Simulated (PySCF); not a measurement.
In (indium, neutral) across methods

[Kr] 4d10 5s2 5d1, 2D determinant (an excited configuration). All numbers are calculated (PySCF 2.14, a scalar-relativistic core potential, in aug-cc-pVQZ-PP with ECP28MDF (7s7p5d3f2g, 92 functions)).

```csv
method,E (hartree),mean ε 5s α (eV),mean ε 5s β (eV),mean ε 5d α (eV),Σ⟨r²⟩ (bohr²),⟨S²⟩
LDA,-189.6565,-11.472,-11.414,-0.716,100.6,0.750
PBE,-189.9853,-11.127,-11.079,-0.831,102.3,0.750
M06-2X,-189.9079,-12.221,-12.317,-1.086,101.4,0.750
UHF,-189.06912,-13.509,-13.482,-1.370,106.2,0.750
PBE0,-189.9765,-11.938,-11.897,-1.025,102.9,0.750
LC-wPBE,-189.9770,-14.401,-14.376,-1.602,103.8,0.750
r2SCAN,-190.0384,-11.243,-11.341,-0.724,101.6,0.750
```

Question: Estimate the same row for PW91.

Answer: E (hartree) = -190.0641; mean ε 5s α (eV) = -11.204; mean ε 5s β (eV) = -11.151; mean ε 5d α (eV) = -0.829; Σ⟨r²⟩ (bohr²) = 101.9; ⟨S²⟩ = 0.750.

Energies and moments cover only the electrons outside the core potential. The outer electron is Rydberg-like, and this basis confines it to a smaller radius and binds it less than a complete one would.
